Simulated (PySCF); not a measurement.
ammonium (H₄N), SMILES [NH4+], charge +1. Atoms are numbered in the order given.

```xyz
5

N      0.0000     0.0000     0.0000
H      0.5912    -0.5912     0.5912
H     -0.5912    -0.5912    -0.5912
H     -0.5912     0.5912     0.5912
H      0.5912     0.5912    -0.5912
```
Charge +1, spin multiplicity 1.

Geometry optimised at r2SCAN-D4/def2-TZVPD.

These are ωB97X/def2-TZVPD (PySCF) values and carry that method's errors.

Mulliken values depend strongly on the basis, most of all with diffuse functions as here. Atomic charges (e):

```json
[
 {"atom": "N1", "Mulliken": "-0.62", "meta-Löwdin": "___"},
 {"atom": "H2", "Mulliken": "0.41", "meta-Löwdin": "___"},
 {"atom": "H3", "Mulliken": "0.41", "meta-Löwdin": "___"},
 {"atom": "H4", "Mulliken": "0.41", "meta-Löwdin": "___"},
 {"atom": "H5", "Mulliken": "0.41", "meta-Löwdin": "___"}
]
```

Complete the blanks. (The exact figures need the calculation; the answer reports its results.)


- N1, meta-Löwdin: -0.32
- H2, meta-Löwdin: 0.33
- H3, meta-Löwdin: 0.33
- H4, meta-Löwdin: 0.33
- H5, meta-Löwdin: 0.33
